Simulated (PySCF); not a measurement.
**Energy of Ru+ (ruthenium, charge +1) between two integer charges**

The 4d beta orbital of [Kr] 4d7 is emptied in steps (occupation f), with all orbitals relaxed, ending at [Kr] 4d6. Calculation: PySCF 2.14, in def2-SVP with the def2 core potential (28 electrons) (5s3p2d1f, 31 functions); a scalar-relativistic core potential. The exact energy is a straight line in f; departures are measured from the line between the end points of the same method.

| f | PBE0 (eV) | r2SCAN (eV) | LC-wPBE (eV) |
| --- | --- | --- | --- |
| 1 | 0.000 | 0.000 | 0.000 |
| 0.9 | -0.325 | -0.445 | -0.067 |
| 0.7 | -0.763 | -1.043 | -0.161 |
| 0.5 | -0.914 | -1.245 | -0.196 |
| 0.3 | -0.772 | -1.048 | -0.168 |
| 0.1 | -0.332 | -0.449 | -0.073 |
| 0 | 0.000 | 0.000 | 0.000 |

```csv
method,E(f=0) − E(f=1) (eV),−ε at f=1 (eV),−ε at f=0.5 (eV)
PBE0,16.740,13.144,16.714
r2SCAN,16.648,11.717,16.632
LC-wPBE,16.646,15.910,16.624
```

Orbital energy along the path (eV):

| f | PBE0 | r2SCAN | LC-wPBE |
| --- | --- | --- | --- |
| 1 | -13.144 | -11.717 | -15.910 |
| 0.9 | -13.842 | -12.682 | -16.039 |
| 0.7 | -15.263 | -14.641 | -16.319 |
| 0.5 | -16.714 | -16.632 | -16.624 |
| 0.3 | -18.191 | -18.640 | -16.949 |
| 0.1 | -19.688 | -20.643 | -17.292 |
| 0 | -20.428 | -21.618 | -17.469 |

Reference removal energy between the ground levels: 16.76 ± 0.06 eV (semi-empirical (NIST evaluation); NIST Atomic Spectra Database, ionization energies). The calculation has no spin-orbit coupling. The determinant left behind need not be the lowest term of the ion.
